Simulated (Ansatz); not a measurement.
H$_{8}$N$_{2}$O$_{2}$Si$_{2}$, SMILES `N[Si@H](O)[Si@H](N)O`, relaxed with RKS PBE0-D4/def2-TZVP in Ansatz from a GFN2-xTB geometry. The force threshold is 0.005 eV/Å; the program also tests the step.

The species carries charge 0 and has multiplicity 1.

Start:

```xyz
14

N     1.353   -0.366   -1.667
Si    0.517   -1.079   -0.321
O    -0.242   -2.398   -0.904
Si   -0.853    0.582    0.458
N    -0.109    1.981    1.175
O    -1.684   -0.158    1.652
H     1.879   -0.983   -2.266
H     1.871    0.486   -1.535
H     1.401   -1.774    0.631
H    -0.923   -2.322   -1.566
H    -1.801    1.220   -0.477
H     0.386    2.611    0.566
H     0.434    1.844    2.013
H    -2.230    0.356    2.242
```

Question: By how much does the energy fall, and how many steps does the optimiser take? (An estimate is asked.)

Answer: The calculation gave: 0.34 eV, in 36 steps, 4 of them rejected.

Question: Which bonds change most? (Estimate.)

Answer: The calculation gave: Si2–Si4 from 2.289 to 2.349 Å; Si2–O3 from 1.630 to 1.658 Å; Si4–O6 from 1.632 to 1.656 Å; N1–Si2 from 1.738 to 1.715 Å.

Question: Give the relaxed structure. (Estimate.)

Answer: Ansatz gave: 
```xyz
14

N     1.777   -0.429   -0.931
Si    0.392   -1.268   -0.365
O    -0.481   -2.122   -1.486
Si   -0.905    0.433    0.605
N    -0.022    1.900    0.431
O    -1.252   -0.065    2.145
H     2.581   -0.906   -1.306
H     1.680    0.500   -1.307
H     0.854   -2.333    0.555
H    -0.988   -1.616   -2.123
H    -2.190    0.715   -0.106
H    -0.478    2.797    0.483
H     0.930    1.954    0.761
H    -1.897    0.440    2.643
```
